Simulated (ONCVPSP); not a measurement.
**Potentials for B (Z = 5) compared**

Generated with ld1.x 7.5 (TM, RRKJ, ultrasoft, PAW), atompaw 4.2 or ONCVPSP 4.0.1. The cutoff is in Ry: for ld1.x and atompaw files where the sum of valence levels is converged to 10 mRy in a Bessel basis, for ONCV files where the hardest occupied wave has 1 mHa per electron of residual kinetic energy. The error is the largest all-electron minus pseudo excitation energy over each file’s own four to seven test configurations (ionisations up to +4, promotions, holes and added fractions of an electron), all of which were solved. The labels leave out finer settings (local radius, basis sizes, second energies), which also bear on the numbers. Spin-polarised tests are not counted. The rows are a selection from randomly drawn settings: files with unsolved tests, undetermined cutoffs or missed reference levels are left out.

A true bound ghost makes a file unfit for plane-wave use even where its test errors are small: the radial tests pick states by their node count and pass the ghost by.

| potential | cutoff (Ry) | largest error (meV) | bound ghosts |
| --- | --- | --- | --- |
| ONCV, PBE, fully relativistic, rc 1.30/1.10 (sp), local smoothed, core correction yes, reference 2s1, qcut 4/8.3, projectors 2/2 | 59 | +116 | none |
| ONCV, BLYP, scalar-relativistic, rc 1.35/2.80/2.50 (spd), local smoothed, core correction yes, reference 2s1 2p2, qcut 4.1/5.1/3.5, projectors 2/2/2 | 43 | +422 | none |
| ONCV, PBE, scalar-relativistic, rc 0.95/1.85 (sp), local smoothed, core correction yes, reference 2s2 2p0.5, qcut 6.2/4.8, projectors 2/2 | 28 | +23 | s |
| ONCV, LDA (Perdew-Wang 92), scalar-relativistic, rc 1.35/3.75 (sp), local smoothed, core correction yes, reference 2s2 2p1, qcut 4.6/2.8, projectors 2/2 | 20 | +980 | none |

(1) Fill in the row for B: ONCV, PBE, non-relativistic, rc 1.45/3.70 (sp), local smoothed, core correction no, reference 2s2 2p1, qcut 4.6/4.1, projectors 2/2.

(2) Fill in the row for B: ONCV, PBE, scalar-relativistic, rc 1.25/2.60 (sp), local smoothed, core correction yes, reference 2s2 2p0.5, qcut 4.1/6.3, projectors 2/2.

Answers

(1) cutoff 22 Ry, largest error +542 meV, bound ghosts: none.

(2) cutoff 46 Ry, largest error +42 meV, bound ghosts: none.
